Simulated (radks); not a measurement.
Polarisability of the lithium ion Li2+, 1s1, at imaginary frequency. Method: non-relativistic Kohn-Sham, PBE, spin-polarised, spherical densities, point nucleus; open shells are filled with parallel spins first; computed with a radial shooting solver on a logarithmic mesh with Libxc functionals. Response by self-consistent Sternheimer equations with the Hartree and adiabatic LDA kernel.

w (hartree)  alpha1(iw) (bohr^3)  alpha2(iw) (bohr^5)
0.00266                  0.05945              0.02412
0.0143                   0.05945              0.02412
0.0360                   0.05944              0.02412
0.0697                   0.05943              0.02411
0.118                    0.05938              0.02410
0.186                    0.05928              0.02408
0.280                    0.05907              0.02403
0.413                    0.05864              0.02392
0.605                    0.05774              0.02370
0.892                    0.05587              0.02323
1.35                     0.05194              0.02221
2.12                     0.04399              0.01995
3.59                     0.03019              0.01528
6.94                     0.01364             0.008022
17.5                    0.002904             0.001921

Static values: alpha1 = 0.05945 bohr^3 (0.008809 angstrom^3; uncoupled 0.05922), alpha2 = 0.02412 bohr^5, alpha3 = 0.02516 bohr^7. C6 = 0.009739, C8 = 0.02243, triple-dipole C9 = 0.0004276 atomic units. One-pole (London) frequency 4 C6 / (3 alpha1^2) = 3.674 hartree, against 3.810 for minus the highest occupied eigenvalue.
